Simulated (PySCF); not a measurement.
A structure optimised at ωB97X-D3(BJ)/def2-SVP, used in a PySCF frequency run:

```xyz
15

Si     2.2684    -0.0316     0.3970
C      0.5667     0.5089    -0.1504
C      0.0000     0.0000    -1.4503
C     -0.5667    -0.5089    -0.1504
Si    -2.2684     0.0316     0.3970
H      2.4869    -1.4291    -0.0855
H      3.3306     0.8505    -0.1727
H      2.3884    -0.0101     1.8854
H      0.2837     1.5356     0.1162
H      0.6045    -0.6911    -2.0475
H     -0.6045     0.6911    -2.0475
H     -0.2837    -1.5356     0.1162
H     -3.3306    -0.8505    -0.1727
H     -2.4869     1.4291    -0.0855
H     -2.3884     0.0101     1.8854
```

Write its SMILES, formula and point group.

[SiH3][C@H]1C[C@@H]1[SiH3], C3H10Si2, C2

What are its rotational constants (standard atomic weights)?

7.4390, 1.3978, 1.2815 GHz
